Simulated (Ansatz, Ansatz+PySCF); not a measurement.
```
atom    x (Å)    y (Å)    z (Å)
   O  -1.5726  -0.1696   0.0000
   H  -2.0575   0.7491   0.0000
   H  -0.5573   0.0949   0.0000
   O   1.4834   0.1748   0.0000
   H   1.6641  -0.4427  -0.8191
   H   1.6641  -0.4427   0.8191
```

Basis set: def2-SVP (spherical functions). Frozen core: 2 orbitals. Charge 0, multiplicity 1.

Computed with Ansatz (development build ahead of 0.2.0); each method stands on the lowest determinant of its kind that the runs found. Restricted open shells among the atoms or ions are ROHF, correlated in semicanonical orbitals with singles.

Give the atomization energy at this shape (free ground-state atoms in the same class of orbitals less the molecule, no zero-point energy) of singlet H4O2 by RHF-CCSD(T), RHF-MP2, RHF, UHF.

```tsv
method	atomization energy
RHF-CCSD(T)	18.22 eV
RHF-MP2	18.40 eV
RHF	12.83 eV
UHF	12.56 eV
```

Caution: the shape is not the minimum.
